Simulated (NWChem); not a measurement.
Program: NWChem. System: CClF, charge 1, spin multiplicity 2, at the geometry of a parent with another charge or spin, in a state set for the comparison that need not be this species' ground state. Its SCF solution wasn't tested for a lower state. Level: UMP2/STO-3G, 7 core orbitals frozen.

Output (cleaned and shortened):

```
             Northwest Computational Chemistry Package (NWChem) 7.3.0
             --------------------------------------------------------

                                NWChem Input Module
                                -------------------

 Scaling coordinates for geometry "geometry" by  1.889725989
 (inverse scale =  0.529177249)

 Turning off AUTOSYM since
 SYMMETRY directive was detected!

                             Geometry "geometry" -> ""
                             -------------------------

 Output coordinates in angstroms (scale by  1.889725989 to convert to a.u.)

  No.       Tag          Charge          X              Y              Z
 ---- ---------------- ---------- -------------- -------------- --------------
    1 F                    9.0000     0.25569600    -1.48459900     0.00000000
    2 C                    6.0000    -0.69287200    -0.58925200     0.00000000
    3 Cl                  17.0000     0.10917400     0.99393600     0.00000000

 Effective nuclear repulsion energy (a.u.)      84.9296794137

            Nuclear Dipole moment (a.u.)
            ----------------------------
        X                 Y               Z
 ---------------- ---------------- ----------------
    -0.0000188973     0.0000170075     0.0000000000

      Symmetry information
      --------------------

 Group name             Cs
 Group number              2
 Group order               2
 No. of unique centers     3

      Symmetry unique atoms

     1    2    3


 Summary of "ao basis" -> "" (spherical)
 ------------------------------------------------------------------------------
       Tag                 Description            Shells   Functions and Types
 ---------------- ------------------------------  ------  ---------------------
 *                           sto-3g                   on all atoms

 Summary of "ao basis" -> "ao basis" (spherical)
 ------------------------------------------------------------------------------
       Tag                 Description            Shells   Functions and Types
 ---------------- ------------------------------  ------  ---------------------
 F                           sto-3g                  3        5   2s1p
 C                           sto-3g                  3        5   2s1p
 Cl                          sto-3g                  5        9   3s2p

                                 NWChem SCF Module
                                 -----------------

  ao basis        = "ao basis"
[...]
     2   0 2 0    -11.603426    -76.596170    -73.257669    138.250414
     2   0 1 1     -0.000000     -0.000000     -0.000000      0.000000
     2   0 0 2    -13.918468     -7.266978     -6.651490      0.000000

                   NWChem MP2 Semi-direct Energy/Gradient Module
                   ---------------------------------------------

  Basis functions       =     19
  Molecular orbitals    =     19
  Frozen core           =      7
  Frozen virtuals       =      0
  Active alpha occupied =      9
  Active beta occupied  =      8
  Active alpha virtual  =      3
  Active beta virtual   =      4
  Use MO symmetry       = T
  Use skeleton AO sym   = T

  AO/Fock/Back tols     =   1.0D-09  1.0D-09  1.0D-09

 GA uses MA = F    GA memory limited = T

 Available:
  local mem=  1.26D+08
 global mem=  1.44D+08
 local disk=  0.00D+00
  mp2_memr nvloc                     3
  nvloc new                     3
   1 passes of   9:        2097152                        984                     17544.
   1 passes of   9: M    126155641           G      144178478           F     124058489.

 Semi-direct pass number   1 of   1  for UHF alpha       at        0.2s
  vrange nnbf                   184
  mp2_eaftype                    10  avail_ma_in_mb                  1099
 EAF : mp2_eaftype filesize          10       8772.
  mp2_eaf for mointskh                     10
Node 0 wrote      0.0 Mb in      0.0 s     Agg I/O rate:   377.1 Mb/s
 Done moints_semi at        0.3s
  mp2_eaftype                    10  avail_ma_in_mb                  1089
 EAF : mp2_eaftype filesize          10       8772.
  mp2_eaf for kh                    10
 Done maket at        0.3s
 Done multipass loop at        0.3s

 GA uses MA = F    GA memory limited = T

 Available:
  local mem=  1.26D+08
 global mem=  1.44D+08
 local disk=  0.00D+00
  mp2_memr nvloc                     4
  nvloc new                     4
   1 passes of   8:        2097152                       1030                     20672.
   1 passes of   8: M    126155641           G      144178478           F     124058489.

 Semi-direct pass number   1 of   1  for UHF beta        at        0.3s
  vrange nnbf                   184
  mp2_eaftype                    10  avail_ma_in_mb                  1099
 EAF : mp2_eaftype filesize          10      10336.
  mp2_eaf for mointskh                     10
Node 0 wrote      0.0 Mb in      0.0 s     Agg I/O rate:   510.0 Mb/s
 Done moints_semi at        0.4s
  mp2_eaftype                    10  avail_ma_in_mb                  1089
 EAF : mp2_eaftype filesize          10      10336.
  mp2_eaf for kh                    10
 Done maket at        0.4s
 Done multipass loop at        0.4s

          -------------------------------------------
          SCF energy                -589.602656466150
          Correlation energy          -0.103775348039
          Singlet pairs                0.000000000000
          Triplet pairs                0.000000000000
          Total MP2 energy          -589.706431814189
          -------------------------------------------

          ---------------------------------------------------
                    Spin Component Scaled (SCS) MP2
          Same spin pairs                     -0.025479472518
          Same spin scaling factor             0.333333333333
          Opposite spin pairs                 -0.078295875521
          Opposite spin scaling fact.          1.200000000000
          SCS-MP2 correlation energy          -0.102448208131
          Total SCS-MP2 energy              -589.705104674281
          ---------------------------------------------------

 -----------------------
 Performance information
 -----------------------

 Timer overhead =  2.52D-07 seconds/call

               Nr. of calls         CPU time (s)                 Wall time (s)                GFlops
             ---------------    -------------------     ------------------------------   -------------------
Name         Min   Avg   Max    Min     Avg     Max     Min     Avg     Max   Mx/calls   Min     Max     Sum
mp2: moin     2     2     2   0.17    0.17    0.17     0.17    0.17    0.17    8.40E-2   0.0     0.0     0.0
mp2: make     2     2     2   7.61E-3 7.61E-3 7.61E-3  7.61E-3 7.61E-3 7.61E-3 3.81E-3   0.0     0.0     0.0
mp2: tota     1     1     1   0.19    0.19    0.19     0.19    0.19    0.19    0.19      0.0     0.0     0.0

 The average no. of pstat calls per process was 5.00D+00
 with a timing overhead of 1.26D-06s

 Task  times  cpu:        0.4s     wall:        0.4s

 Total times  cpu:        0.4s     wall:        0.4s
```

### Question
Write an NWChem input that would produce this output.

### Answer
This is not unique; one that fits is 
```
start mol
memory heap 200 mb stack 900 mb global 1100 mb
charge 1
geometry units angstroms nocenter noautoz
  F      0.255696    -1.484599     0.000000
  C     -0.692872    -0.589252     0.000000
  Cl     0.109174     0.993936     0.000000
  symmetry group Cs
end
basis spherical
  * library sto-3g
end
scf
  uhf
  nopen 1
  maxiter 100
  thresh 1e-7
  semidirect memsize 60000000 filesize 0
  # guess.movecs holds the orbitals of an unrestricted PBE0 run
  vectors input guess.movecs output mol.movecs
end
mp2
  freeze core 7
end
task mp2 energy
```
